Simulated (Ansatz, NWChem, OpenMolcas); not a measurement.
**How methods differ on AgH (SMILES [AgH])**

AgH has 2 atoms, charge 0, and is taken as a singlet. As SMILES, `[AgH]`. Geometry: the measured bond length.

```csv
atom,x (Å),y (Å),z (Å)
Ag,0.0000,0.0000,0.0000
H,0.0000,0.0000,1.6181
```

Each level gives the energy change with the Ag1–H2 bond stretched from 1.618 to 1.861 Å (eV). The values are calculated.

```csv
level,kind,program,value (eV)
PBE/def2-TZVPP (core potential) (restricted),GGA,NWChem,0.26
M06-L/def2-TZVPP (core potential) (restricted),meta-GGA,OpenMolcas,0.23
r2SCAN/def2-TZVPP (core potential) (restricted),meta-GGA,OpenMolcas,0.30
PBE0/def2-TZVPP (core potential) (restricted),global hybrid,NWChem,0.25
HSE06/def2-TZVPP (core potential) (restricted),range-separated hybrid,Ansatz,0.25
PBE-QIDH/def2-TZVPP (core potential) (restricted),double hybrid,Ansatz,0.28
RPA@PBE/def2-TZVPP (core potential) (restricted),RPA,Ansatz,0.27
RPA@PBE0/def2-TZVPP (core potential) (restricted),RPA,Ansatz,0.28
MP3/def2-TZVPP (core potential) (restricted),perturbation theory,NWChem,0.26
BCCD(T)/def2-TZVPP (core potential) (restricted),coupled cluster or CI,Ansatz,0.27
```

The first shape isn't each level's own minimum. The values span 0.23 to 0.30 eV.
